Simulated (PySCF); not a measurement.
H2Cl2O2Si (SMILES O[Si](O)(Cl)Cl), singlet, geometry from GFN2-xTB, with bond 6-1 at 2.4 times its length; PySCF with CASSCF(8,9)/STO-3G.

Here is a job for PySCF.
```python
from pyscf import gto, scf, mcscf
import numpy

mol = gto.M(
    atom='''
O    -0.008266   -1.594028   -0.845014
Si   -0.217609   -0.202805   -0.039765
O    -1.724962   -0.021285    0.528293
Cl    0.221614    1.198093   -1.398517
Cl    0.916836   -0.137093    1.606551
H     0.089423   -3.635556    0.188526
H    -2.473747    0.169442   -0.031739
''',
    basis='sto-3g',
    charge=0,
    spin=0,
    verbose=4,
)

mf = scf.RHF(mol)
mf.kernel()
mc = mcscf.CASSCF(mf, 9, 8)
mc.fix_spin_(ss=0.0)
mc.kernel()
occ = numpy.linalg.eigvalsh(mc.fcisolver.make_rdm1(mc.ci, mc.ncas, mc.nelecas))[::-1]
ss = mc.fcisolver.spin_square(mc.ci, mc.ncas, mc.nelecas)[0]
print('natural occupations', occ.round(4), ' <S^2>', round(ss, 4))
```

Predict the main parts of the log of this PySCF run.


```
PySCF version 2.14.0

[INPUT] verbose = 4
[INPUT] num. atoms = 7
[INPUT] num. electrons = 66
[INPUT] charge = 0
[INPUT] spin (= nelec alpha-beta = 2S) = 0
[INPUT] symmetry False subgroup None
[INPUT] Mole.unit = angstrom
[INPUT] Symbol           X                Y                Z      unit          X                Y                Z       unit  Magmom
[...]
nuclear repulsion = 378.955665527893
number of shells = 23
number of NR pGTOs = 117
number of NR cGTOs = 39
basis = sto-3g
ecp = {}

******** <class 'pyscf.scf.hf.RHF'> ********
method = RHF
initial guess = minao
damping factor = 0
level_shift factor = 0
DIIS = <class 'pyscf.scf.diis.CDIIS'>
diis_start_cycle = 1
diis_space = 8
diis_damp = 0
SCF conv_tol = 1e-09
SCF conv_tol_grad = None
SCF max_cycles = 50
direct_scf = True
direct_scf_tol = 1e-13
Set gradient conv threshold to 3.16228e-05
Initial guess from minao.
init E= -1343.25066230738
[...]
cycle= 1 E= -1343.03598316183  delta_E= 0.215  |g|= 0.695  |ddm|= 3.35
[...]
cycle= 2 E= -1342.79874803879  delta_E= 0.237  |g|= 1.02  |ddm|= 3.03
[...]
cycle= 3 E= -1343.37987415965  delta_E= -0.581  |g|= 0.126  |ddm|= 2.05
[...]
cycle= 4 E= -1343.38853699902  delta_E= -0.00866  |g|= 0.0751  |ddm|= 0.346
[...]
cycle= 5 E= -1343.39067730353  delta_E= -0.00214  |g|= 0.0339  |ddm|= 0.101
[...]
cycle= 6 E= -1343.39130004091  delta_E= -0.000623  |g|= 0.00476  |ddm|= 0.0707
[...]
cycle= 7 E= -1343.39134921877  delta_E= -4.92e-05  |g|= 0.00358  |ddm|= 0.0231
[...]
cycle= 8 E= -1343.39138301831  delta_E= -3.38e-05  |g|= 0.00231  |ddm|= 0.0241
[...]
cycle= 9 E= -1343.39139636976  delta_E= -1.34e-05  |g|= 0.000866  |ddm|= 0.0177
[...]
cycle= 10 E= -1343.3913994733  delta_E= -3.1e-06  |g|= 0.00059  |ddm|= 0.0076
[...]
cycle= 11 E= -1343.39140177347  delta_E= -2.3e-06  |g|= 0.000374  |ddm|= 0.00772
[...]
cycle= 12 E= -1343.39140301382  delta_E= -1.24e-06  |g|= 7.93e-05  |ddm|= 0.00888
[...]
cycle= 13 E= -1343.39140305673  delta_E= -4.29e-08  |g|= 1.53e-05  |ddm|= 0.00185
[...]
cycle= 14 E= -1343.3914030571  delta_E= -3.72e-10  |g|= 5.39e-06  |ddm|= 0.000129
[...]
Extra cycle  E= -1343.39140305712  delta_E= -1.43e-11  |g|= 4.3e-06  |ddm|= 1.64e-05
converged SCF energy = -1343.39140305712

******** <class 'pyscf.mcscf.mc1step.CASSCF'> ********
CAS (4e+4e, 9o), ncore = 29, nvir = 1
max_cycle_macro = 50
max_cycle_micro = 4
conv_tol = 1e-07
conv_tol_grad = None
orbital rotation max_stepsize = 0.02
orbital rotation threshold for CI restart = 0.01
augmented hessian ah_max_cycle = 30
augmented hessian ah_conv_tol = 1e-12
augmented hessian ah_linear dependence = 1e-14
augmented hessian ah_level shift = 1e-08
augmented hessian ah_start_tol = 2.5
augmented hessian ah_start_cycle = 3
augmented hessian ah_grad_trust_region = 3
kf_trust_region = 3
kf_interval = 4
ci_response_space = 4
ci_grad_trust_region = 3
with_dep4 0
natorb = False
canonicalization = True
sorting_mo_energy = False
ao2mo_level = 2
internal_rotation = False
******** <class 'pyscf.fci.addons.SpinPenaltyFCISolver'> ********
max. cycles = 50
conv_tol = 1e-08
davidson only = True
linear dependence = 1e-12
level shift = 0.001
max iter space = 12
nroots = 1
pspace_size = 400
spin = None
CASCI E = -1343.60810856645  S^2 = 0.0000000
Set conv_tol_grad to 0.000316228
macro iter   1 ( 21 JK    4 micro), CASSCF E = -1343.63144785407  dE = -2.33392876e-02  S^2 = 0.0000000
               |grad[o]|=0.0921  |grad[c]|= 0.04  |ddm|=0.0601  |maxRot[o]|=0.306
macro iter   2 ( 21 JK    4 micro), CASSCF E = -1343.64113207360  dE = -9.68421954e-03  S^2 = 0.0000000
               |grad[o]|=0.0439  |grad[c]|=0.0746  |ddm|=0.043  |maxRot[o]|=0.282
macro iter   3 ( 21 JK    4 micro), CASSCF E = -1343.64422564697  dE = -3.09357336e-03  S^2 = 0.0000000
               |grad[o]|=0.0223  |grad[c]|=0.0199  |ddm|=0.0151  |maxRot[o]|=0.172
macro iter   4 ( 21 JK    4 micro), CASSCF E = -1343.64502365730  dE = -7.98010336e-04  S^2 = 0.0000000
               |grad[o]|=0.00838  |grad[c]|=0.0121  |ddm|=0.00418  |maxRot[o]|=0.106
macro iter   5 ( 17 JK    4 micro), CASSCF E = -1343.64570721923  dE = -6.83561922e-04  S^2 = 0.0000000
               |grad[o]|=0.00536  |grad[c]|=0.0141  |ddm|=0.0103  |maxRot[o]|=0.095
macro iter   6 ( 17 JK    4 micro), CASSCF E = -1343.64611697626  dE = -4.09757035e-04  S^2 = 0.0000000
               |grad[o]|=0.00277  |grad[c]|=0.0199  |ddm|=0.0108  |maxRot[o]|=0.0806
macro iter   7 ( 15 JK    4 micro), CASSCF E = -1343.64574189993  dE =  3.75076335e-04  S^2 = 0.0000000
               |grad[o]|=0.00243  |grad[c]|=0.0118  |ddm|=0.0157  |maxRot[o]|= 0.11
macro iter   8 ( 21 JK    4 micro), CASSCF E = -1343.64589474956  dE = -1.52849633e-04  S^2 = 0.0000000
               |grad[o]|=0.00286  |grad[c]|=0.00475  |ddm|=0.00258  |maxRot[o]|=0.0412
macro iter   9 ( 21 JK    4 micro), CASSCF E = -1343.64591729149  dE = -2.25419321e-05  S^2 = 0.0000000
               |grad[o]|=0.00177  |grad[c]|=0.0029  |ddm|=0.00169  |maxRot[o]|=0.0117
macro iter  10 ( 21 JK    4 micro), CASSCF E = -1343.64590645725  dE =  1.08342424e-05  S^2 = 0.0000000
               |grad[o]|=0.00128  |grad[c]|=0.00432  |ddm|=0.0018  |maxRot[o]|=0.013
macro iter  11 ( 20 JK    4 micro), CASSCF E = -1343.64596218539  dE = -5.57281373e-05  S^2 = 0.0000000
               |grad[o]|=0.00117  |grad[c]|=0.00104  |ddm|=0.00134  |maxRot[o]|=0.0309
macro iter  12 ( 21 JK    4 micro), CASSCF E = -1343.64598369192  dE = -2.15065297e-05  S^2 = 0.0000000
               |grad[o]|=0.000824  |grad[c]|=0.00248  |ddm|=0.00258  |maxRot[o]|=0.0145
macro iter  13 ( 21 JK    4 micro), CASSCF E = -1343.64598603580  dE = -2.34388153e-06  S^2 = 0.0000000
               |grad[o]|=0.00085  |grad[c]|=0.00418  |ddm|=0.00283  |maxRot[o]|=0.00832
macro iter  14 (  7 JK    2 micro), CASSCF E = -1343.64606209290  dE = -7.60571006e-05  S^2 = 0.0000000
               |grad[o]|=0.000907  |grad[c]|=0.00181  |ddm|=0.0043  |maxRot[o]|=0.0579
[...]
macro iter  22 ( 21 JK    4 micro), CASSCF E = -1343.64625919448  dE = -2.57474469e-05  S^2 = 0.0000000
               |grad[o]|=0.0024  |grad[c]|=0.00508  |ddm|=0.00225  |maxRot[o]|=0.00874
macro iter  23 (  6 JK    2 micro), CASSCF E = -1343.64633219219  dE = -7.29977044e-05  S^2 = 0.0000000
               |grad[o]|=0.000903  |grad[c]|=0.00188  |ddm|=0.00335  |maxRot[o]|=0.0274
macro iter  24 ( 15 JK    4 micro), CASSCF E = -1343.64606303665  dE =  2.69155538e-04  S^2 = 0.0000000
               |grad[o]|=0.000888  |grad[c]|=0.0142  |ddm|=0.0124  |maxRot[o]|=0.0768
macro iter  25 ( 21 JK    4 micro), CASSCF E = -1343.64611892649  dE = -5.58898410e-05  S^2 = 0.0000000
               |grad[o]|=0.0022  |grad[c]|=0.00161  |ddm|=0.00188  |maxRot[o]|=0.0153
macro iter  26 (  7 JK    2 micro), CASSCF E = -1343.64620485934  dE = -8.59328488e-05  S^2 = 0.0000000
               |grad[o]|=0.00112  |grad[c]|=0.00104  |ddm|=0.00305  |maxRot[o]|=0.033
macro iter  27 (  6 JK    2 micro), CASSCF E = -1343.64629902978  dE = -9.41704436e-05  S^2 = 0.0000000
               |grad[o]|=0.00085  |grad[c]|=0.00239  |ddm|=0.00468  |maxRot[o]|=0.0339
macro iter  28 (  7 JK    2 micro), CASSCF E = -1343.64640414991  dE = -1.05120127e-04  S^2 = 0.0000000
               |grad[o]|=0.00111  |grad[c]|=0.00274  |ddm|=0.0049  |maxRot[o]|=0.0438
macro iter  29 ( 15 JK    4 micro), CASSCF E = -1343.64614321404  dE =  2.60935865e-04  S^2 = 0.0000000
               |grad[o]|=0.0013  |grad[c]|=0.0237  |ddm|=0.0154  |maxRot[o]|=0.0996
macro iter  30 ( 20 JK    4 micro), CASSCF E = -1343.64622344048  dE = -8.02264367e-05  S^2 = 0.0000000
               |grad[o]|=0.00219  |grad[c]|=0.0018  |ddm|=0.00122  |maxRot[o]|=0.0277
macro iter  31 (  6 JK    2 micro), CASSCF E = -1343.64628312110  dE = -5.96806212e-05  S^2 = 0.0000000
               |grad[o]|=0.000736  |grad[c]|=0.00173  |ddm|=0.00331  |maxRot[o]|=0.0261
macro iter  32 ( 15 JK    4 micro), CASSCF E = -1343.64604194519  dE =  2.41175914e-04  S^2 = 0.0000000
               |grad[o]|=0.000964  |grad[c]|=0.0163  |ddm|=0.0126  |maxRot[o]|=0.0792
macro iter  33 ( 21 JK    4 micro), CASSCF E = -1343.64609346178  dE = -5.15165877e-05  S^2 = 0.0000000
               |grad[o]|=0.00204  |grad[c]|=0.00157  |ddm|=0.00165  |maxRot[o]|=0.0139
macro iter  34 (  7 JK    2 micro), CASSCF E = -1343.64617246781  dE = -7.90060305e-05  S^2 = 0.0000000
               |grad[o]|=0.00102  |grad[c]|=0.00118  |ddm|=0.0032  |maxRot[o]|=0.0326
macro iter  35 (  6 JK    2 micro), CASSCF E = -1343.64625034610  dE = -7.78782917e-05  S^2 = 0.0000000
               |grad[o]|=0.000793  |grad[c]|=0.00223  |ddm|=0.0045  |maxRot[o]|=0.0331
macro iter  36 (  7 JK    2 micro), CASSCF E = -1343.64634325115  dE = -9.29050557e-05  S^2 = 0.0000000
               |grad[o]|=0.00106  |grad[c]|=0.00273  |ddm|=0.00484  |maxRot[o]|=0.0406
macro iter  37 ( 15 JK    4 micro), CASSCF E = -1343.64611077553  dE =  2.32475623e-04  S^2 = 0.0000000
               |grad[o]|=0.00129  |grad[c]|=0.0241  |ddm|=0.0131  |maxRot[o]|=0.0987
macro iter  38 ( 21 JK    4 micro), CASSCF E = -1343.64614122524  dE = -3.04497071e-05  S^2 = 0.0000000
               |grad[o]|=0.00236  |grad[c]|=0.00201  |ddm|=0.00138  |maxRot[o]|=0.0327
macro iter  39 (  7 JK    2 micro), CASSCF E = -1343.64618072125  dE = -3.94960159e-05  S^2 = 0.0000000
               |grad[o]|=0.000579  |grad[c]|=0.000831  |ddm|=0.00272  |maxRot[o]|=0.0365
macro iter  40 ( 15 JK    4 micro), CASSCF E = -1343.64610354514  dE =  7.71761142e-05  S^2 = 0.0000000
               |grad[o]|=0.000514  |grad[c]|=0.0085  |ddm|=0.00409  |maxRot[o]|=0.0423
macro iter  41 ( 21 JK    4 micro), CASSCF E = -1343.64612103076  dE = -1.74856236e-05  S^2 = 0.0000000
               |grad[o]|=0.00151  |grad[c]|=0.00108  |ddm|=0.00132  |maxRot[o]|=0.00842
macro iter  42 ( 21 JK    4 micro), CASSCF E = -1343.64615489665  dE = -3.38658867e-05  S^2 = 0.0000000
               |grad[o]|=0.000612  |grad[c]|=0.00291  |ddm|=0.00308  |maxRot[o]|=0.092
macro iter  43 ( 21 JK    4 micro), CASSCF E = -1343.64690134633  dE = -7.46449679e-04  S^2 = 0.0000000
               |grad[o]|=0.000997  |grad[c]|=0.0144  |ddm|=0.0114  |maxRot[o]|=0.202
macro iter  44 ( 21 JK    4 micro), CASSCF E = -1343.65068800505  dE = -3.78665872e-03  S^2 = 0.0000000
               |grad[o]|=0.0047  |grad[c]|=0.0286  |ddm|=0.0304  |maxRot[o]|=0.252
macro iter  45 ( 21 JK    4 micro), CASSCF E = -1343.65778716347  dE = -7.09915842e-03  S^2 = 0.0000000
               |grad[o]|=0.0106  |grad[c]|=0.0453  |ddm|=0.0355  |maxRot[o]|=0.285
macro iter  46 ( 21 JK    4 micro), CASSCF E = -1343.66208680651  dE = -4.29964304e-03  S^2 = 0.0000000
               |grad[o]|=0.0128  |grad[c]|=0.0152  |ddm|=0.00553  |maxRot[o]|= 0.19
macro iter  47 ( 21 JK    4 micro), CASSCF E = -1343.66287042887  dE = -7.83622366e-04  S^2 = 0.0000000
               |grad[o]|=0.00838  |grad[c]|=0.0147  |ddm|=0.00433  |maxRot[o]|=0.0717
macro iter  48 ( 20 JK    4 micro), CASSCF E = -1343.66260172658  dE =  2.68702293e-04  S^2 = 0.0000000
               |grad[o]|=0.00685  |grad[c]|=0.0121  |ddm|=0.00355  |maxRot[o]|=0.0304
macro iter  49 ( 21 JK    4 micro), CASSCF E = -1343.66366528699  dE = -1.06356041e-03  S^2 = 0.0000000
               |grad[o]|=0.00695  |grad[c]|=0.00549  |ddm|=0.00193  |maxRot[o]|=0.0445
macro iter  50 ( 20 JK    4 micro), CASSCF E = -1343.66369908863  dE = -3.38016355e-05  S^2 = 0.0000000
               |grad[o]|=0.0039  |grad[c]|=0.00645  |ddm|=0.00243  |maxRot[o]|=0.0152
1-step CASSCF not converged,  50 macro (760 JK 168 micro) steps
CASSCF canonicalization
Density matrix diagonal elements [1.97527439 1.97242352 1.96939005 1.24939294 0.7525897  0.02320692
 0.01423589 0.02168567 0.02180092]
CASSCF energy = -1343.66369908863
CASCI E = -1343.66369908863  E(CI) = -14.5582740560076  S^2 = 0.0000000
natural occupations [1.9825 1.9771 1.9742 1.2513 0.7474 0.0269 0.0222 0.0158 0.0025]  <S^2> 0.0
```

The run did not converge; its last values are not results.
